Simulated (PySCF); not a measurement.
N-(silylmethyl)propan-1-amine (C₄H₁₃NSi), SMILES C(CC)NC[SiH3].

The structure is a stationary point at PBE-D3(BJ)/def2-SVP. The values are those of a single conformer.

Level of theory: SMD-PBE0/def2-SVP (PySCF).

Solvation free energies are E(SMD) − E(gas) at the gas-phase geometry, for 1 M in both phases. In vacuum the dipole moment is 1.24 D.

```json
[
 {"solvent": "water", "ΔG(solv) (kcal/mol)": "-0.1", "its non-electrostatic (CDS) part": "3.2", "dipole (D)": "1.70"},
 {"solvent": "cyclohexanone", "ΔG(solv) (kcal/mol)": "[?]", "its non-electrostatic (CDS) part": "[?]", "dipole (D)": "[?]"},
 {"solvent": "ethanol", "ΔG(solv) (kcal/mol)": "-4.5", "its non-electrostatic (CDS) part": "-1.3", "dipole (D)": "1.67"}
]
```

Problem. Fill in the missing entries. (The exact figures need the calculation; the answer reports its results.)

Solution. 
- cyclohexanone, ΔG(solv) (kcal/mol): -3.3
- cyclohexanone, its non-electrostatic (CDS) part: -0.3
- cyclohexanone, dipole (D): 1.65
